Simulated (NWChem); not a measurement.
Program: NWChem. System: bromotrifluoromethane (CBrF3), charge 0, spin multiplicity 1, at a geometry optimised with PBE0/def2-SVP. Level: BP86/def2-TZVP.

Output (cleaned and shortened):

```
             Northwest Computational Chemistry Package (NWChem) 7.3.0
             --------------------------------------------------------

                                NWChem Input Module
                                -------------------

 Scaling coordinates for geometry "geometry" by  1.889725989
 (inverse scale =  0.529177249)

 Turning off AUTOSYM since
 SYMMETRY directive was detected!

                             Geometry "geometry" -> ""
                             -------------------------

 Output coordinates in angstroms (scale by  1.889725989 to convert to a.u.)

  No.       Tag          Charge          X              Y              Z
 ---- ---------------- ---------- -------------- -------------- --------------
    1 F                    9.0000     1.29573300    -0.55326300     1.07248500
    2 C                    6.0000     0.81401300     0.04193500     0.00000000
    3 F                    9.0000     1.29573300    -0.55326300    -1.07248500
    4 F                    9.0000     1.20013200     1.30187700     0.00000000
    5 Br                  35.0000    -1.11452800    -0.05742200     0.00000000

 Effective nuclear repulsion energy (a.u.)     368.8456795699

            Nuclear Dipole moment (a.u.)
            ----------------------------
        X                 Y               Z
 ---------------- ---------------- ----------------
    -0.0000377945    -0.0000018897     0.0000000000

      Symmetry information
      --------------------

 Group name             Cs
 Group number              2
 Group order               2
 No. of unique centers     4

      Symmetry unique atoms

     1    2    4    5


 Summary of "ao basis" -> "" (spherical)
 ------------------------------------------------------------------------------
       Tag                 Description            Shells   Functions and Types
 ---------------- ------------------------------  ------  ---------------------
 *                         def2-tzvp                  on all atoms

  perdew86 is a nonlocal functional; adding perdew81 local functional.

                                 NWChem DFT Module
                                 -----------------

 Summary of "ao basis" -> "ao basis" (spherical)
 ------------------------------------------------------------------------------
       Tag                 Description            Shells   Functions and Types
 ---------------- ------------------------------  ------  ---------------------
 F                         def2-tzvp                11       31   5s3p2d1f
 C                         def2-tzvp                11       31   5s3p2d1f
 Br                        def2-tzvp                16       48   6s5p4d1f

 Summary of "ao basis" -> "ao basis" (spherical)
 ------------------------------------------------------------------------------
       Tag                 Description            Shells   Functions and Types
 ---------------- ------------------------------  ------  ---------------------
 F                         def2-tzvp                11       31   5s3p2d1f
 C                         def2-tzvp                11       31   5s3p2d1f
 Br                        def2-tzvp                16       48   6s5p4d1f

      Symmetry analysis of basis
      --------------------------

        a'        105
        a"         67

            General Information
            -------------------
          SCF calculation type: DFT
          Wavefunction type:  closed shell.
          No. of atoms     :     5
          No. of electrons :    68
           Alpha electrons :    34
            Beta electrons :    34
          Charge           :     0
          Spin multiplicity:     1
          Use of symmetry is: on ; symmetry adaption is: on
          Maximum number of iterations: 100
          AO basis - number of functions:   172
                     number of shells:    60
          Convergence on energy requested:  1.00D-06
          Convergence on density requested:  1.00D-05
          Convergence on gradient requested:  5.00D-04

              XC Information
              --------------
                    Becke 1988 Exchange Functional  1.000
                Perdew 1981 Correlation Functional  1.000 local
[...]
    16 a"         17 a"         18 a'         19 a'         20 a'
    21 a"         22 a'         23 a'         24 a'         25 a"
    26 a'         27 a'         28 a"         29 a'         30 a"
    31 a"         32 a'         33 a'         34 a"         35 a'
    36 a"         37 a'         38 a'         39 a'         40 a"
    41 a'         42 a'         43 a"         44 a'

------------------------------------------------------------
EAF file 0: "./mol.aoints.0" size=524288 bytes
------------------------------------------------------------
               write      read    awrite     aread      wait
               -----      ----    ------     -----      ----
     calls:        1         0         0         0         0
   data(b): 5.24e+05  0.00e+00  0.00e+00  0.00e+00
   time(s): 0.00e+00  0.00e+00  0.00e+00  0.00e+00  0.00e+00
rate(mb/s): 0.00e+00  0.00e+00
------------------------------------------------------------

   convergence    iter        energy       DeltaE   RMS-Dens  Diis-err    time
 ---------------- ----- ----------------- --------- --------- ---------  ------
 d= 0,ls=0.0,diis     1  -2911.9598927191 -3.28D+03  1.04D-02  3.24D+00     6.4
 d= 0,ls=0.0,diis     2  -2911.2899204776  6.70D-01  7.04D-03  1.10D+01     7.2
 d= 0,ls=0.0,diis     3  -2912.2025010633 -9.13D-01  1.39D-03  8.92D-02     8.3
 d= 0,ls=0.0,diis     4  -2912.2091789821 -6.68D-03  6.93D-04  1.80D-02     9.0
 d= 0,ls=0.0,diis     5  -2912.2115136482 -2.33D-03  1.85D-04  3.90D-03    10.0
  Resetting Diis
 d= 0,ls=0.0,diis     6  -2912.2118364228 -3.23D-04  3.35D-05  1.01D-04    10.9
 d= 0,ls=0.0,diis     7  -2912.2118459879 -9.57D-06  1.45D-05  2.33D-06    11.7
 d= 0,ls=0.0,diis     8  -2912.2118454197  5.68D-07  9.37D-06  6.36D-06    12.4

         Total DFT energy =    -2912.211845419716
      One electron energy =    -4784.990105325313
           Coulomb energy =     1632.343310099796
    Exchange-Corr. energy =     -128.410729764083
 Nuclear repulsion energy =      368.845679569884

 Numeric. integr. density =       68.000005583185

     Total iterative time =     10.7s

                  Occupations of the irreducible representations
                  ----------------------------------------------

                     irrep           alpha         beta
                     --------     --------     --------
                     a'               23.0         23.0
                     a"               11.0         11.0

                       DFT Final Molecular Orbital Analysis
                       ------------------------------------

 Vector   32  Occ=2.000000D+00  E=-3.628625D-01  Symmetry=a'
              MO Center=  1.1D-01,  5.9D-03,  4.4D-15, r^2= 3.0D+00
   Bfn.  Coefficient  Atom+Function         Bfn.  Coefficient  Atom+Function
  ----- ------------  ---------------      ----- ------------  ---------------
   140      0.353642  5 Br px               134     -0.253484  5 Br px
   137      0.229806  5 Br px                 6      0.213433  1 F  px
    68      0.213433  3 F  px                99      0.212041  4 F  px
     9      0.172430  1 F  px                71      0.172430  3 F  px
   102      0.171177  4 F  px               143      0.169435  5 Br px

 Vector   33  Occ=2.000000D+00  E=-2.881914D-01  Symmetry=a"
              MO Center= -9.7D-01, -6.6D-02, -1.1D-10, r^2= 1.8D+00
   Bfn.  Coefficient  Atom+Function         Bfn.  Coefficient  Atom+Function
  ----- ------------  ---------------      ----- ------------  ---------------
   142      0.517864  5 Br pz               136     -0.359381  5 Br pz
   139      0.330051  5 Br pz               145      0.302581  5 Br pz
   133      0.109579  5 Br pz                 6      0.091691  1 F  px
    68     -0.091691  3 F  px                 9      0.074560  1 F  px
    71     -0.074560  3 F  px                12      0.052400  1 F  px

 Vector   34  Occ=2.000000D+00  E=-2.881910D-01  Symmetry=a'
              MO Center= -9.7D-01, -3.5D-02,  1.1D-10, r^2= 1.8D+00
   Bfn.  Coefficient  Atom+Function         Bfn.  Coefficient  Atom+Function
  ----- ------------  ---------------      ----- ------------  ---------------
   141      0.517177  5 Br py               135     -0.358905  5 Br py
   138      0.329615  5 Br py               144      0.302181  5 Br py
   132      0.109433  5 Br py                99      0.105247  4 F  px
   102      0.085662  4 F  px               105      0.060596  4 F  px
     6     -0.050749  1 F  px                68     -0.050749  3 F  px

 Vector   35  Occ=0.000000D+00  E=-7.300203D-02  Symmetry=a'
              MO Center= -5.8D-01, -3.0D-02, -2.2D-15, r^2= 2.6D+00
   Bfn.  Coefficient  Atom+Function         Bfn.  Coefficient  Atom+Function
  ----- ------------  ---------------      ----- ------------  ---------------
    35      0.555758  2 C  s                143     -0.513750  5 Br px
    37     -0.359121  2 C  px                40     -0.314622  2 C  px
   140     -0.298603  5 Br px               137     -0.245391  5 Br px
   130     -0.243202  5 Br s                 36      0.237570  2 C  s
   134      0.235099  5 Br px                34      0.210238  2 C  s

 Vector   36  Occ=0.000000D+00  E= 7.299369D-02  Symmetry=a"
              MO Center=  4.0D-01, -2.7D-03, -2.7D-15, r^2= 2.9D+00
   Bfn.  Coefficient  Atom+Function         Bfn.  Coefficient  Atom+Function
  ----- ------------  ---------------      ----- ------------  ---------------
    45      0.929840  2 C  pz                 5     -0.562333  1 F  s
    67      0.562333  3 F  s                 42      0.542537  2 C  pz
    39      0.395900  2 C  pz               145     -0.360627  5 Br pz
   107     -0.234468  4 F  pz               164     -0.206971  5 Br d  1
    13     -0.203861  1 F  py                75      0.203861  3 F  py

 Vector   37  Occ=0.000000D+00  E= 7.299405D-02  Symmetry=a'
              MO Center=  4.0D-01,  4.3D-02, -1.2D-15, r^2= 2.9D+00
   Bfn.  Coefficient  Atom+Function         Bfn.  Coefficient  Atom+Function
  ----- ------------  ---------------      ----- ------------  ---------------
    44      0.928629  2 C  py                98     -0.649197  4 F  s
    41      0.541819  2 C  py                38      0.395372  2 C  py
   144     -0.360148  5 Br py                 5      0.324815  1 F  s
    67      0.324815  3 F  s                106      0.263235  4 F  py
    14     -0.211880  1 F  pz                76      0.211880  3 F  pz

 center of mass
 --------------
 x =  -0.09221653 y =  -0.00475109 z =   0.00000000

 moments of inertia (a.u.)
 ------------------
         313.608726511281         -28.390890365867           0.000000000000
         -28.390890365867         863.230441897470           0.000000000000
           0.000000000000           0.000000000000         864.693621486964

     Multipole analysis of the density
     ---------------------------------

     L   x y z        total         alpha         beta         nuclear
     -   - - -        -----         -----         ----         -------
     0   0 0 0     -0.000000    -34.000000    -34.000000     68.000000

     1   1 0 0     -0.063050     -0.031506     -0.031506     -0.000038
     1   0 1 0     -0.003242     -0.001620     -0.001620     -0.000002
     1   0 0 1     -0.000000     -0.000000     -0.000000      0.000000

     2   2 0 0    -27.615496   -175.639865   -175.639865    323.664234
     2   1 1 0      0.075788     -6.394872     -6.394872     12.865533
     2   1 0 1      0.000000      0.000000      0.000000      0.000000
     2   0 2 0    -29.082310    -51.840402    -51.840402     74.598494
     2   0 1 1      0.000000      0.000000      0.000000      0.000000
     2   0 0 2    -29.086231    -51.510833    -51.510833     73.935435

 Task  times  cpu:       12.4s     wall:       12.4s

 Total times  cpu:       12.5s     wall:       12.5s
```

Write an NWChem input that would produce this output.

One answer among several that fit: 
```
start mol
memory heap 200 mb stack 900 mb global 1100 mb
geometry units angstroms nocenter noautoz
  F      1.295733    -0.553263     1.072485
  C      0.814013     0.041935     0.000000
  F      1.295733    -0.553263    -1.072485
  F      1.200132     1.301877     0.000000
  Br    -1.114528    -0.057422     0.000000
  symmetry group Cs
end
basis spherical
  * library def2-tzvp
end
dft
  xc becke88 perdew86
  semidirect memsize 60000000 filesize 0
  iterations 100
end
task dft energy
```
